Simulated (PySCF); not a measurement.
Gas-phase reaction: 4 WF5OH + WO2(OH)2 → 5 WOF4 + 3 H2O

Energies from PySCF, thermal terms from the rigid-rotor harmonic-oscillator model, ideal gas at 1 bar. † marks an energy on the PBE0/def2-TZVP geometry and frequencies. CCSD(T) freezes the core. All species are closed-shell singlets. B3LYP is the form with VWN-RPA correlation. W: scalar-relativistic def2 core potential, no spin-orbit coupling. No R ln 2 is added for the mirror-image form of WO2(OH)2. WF5OH: computed as isolated molecules; such fragments, hydroxides, amides, oligomers or adducts are transient or little studied in the gas. CCSD(T) isn't extrapolated to the basis-set limit. The harmonic model lacks anharmonicity and excited electronic states, which grow with temperature; levels with a mode under 35 cm⁻¹ are left out. Soft modes under 120 cm⁻¹ make the harmonic entropy rough for WF5OH, WOF4. Warning, large T1 diagnostic: WF5OH, WO2(OH)2, WOF4 (CCSD(T)/def2-SVP†).

ΔH° and ΔS° at 298 K: B3LYP/def2-TZVP† -9 kJ, 346 J/K; BLYP/def2-TZVP† -31 kJ, 346 J/K; CCSD(T)/def2-SVP† -46 kJ, 346 J/K.

Task: With the heat capacities included, give log10 K (1 bar) at 600, 1000, 1200, 1400, 2000 K from B3LYP/def2-TZVP†, BLYP/def2-TZVP†, CCSD(T)/def2-SVP†.

Result: 
| T (K) | B3LYP/def2-TZVP† | BLYP/def2-TZVP† | CCSD(T)/def2-SVP† |
|---|---|---|---|
| 600 | 18.4 | 20.3 | 21.6 |
| 1000 | 17.2 | 18.3 | 19.1 |
| 1200 | 16.7 | 17.7 | 18.3 |
| 1400 | 16.3 | 17.1 | 17.7 |
| 2000 | 15.4 | 15.9 | 16.3 |
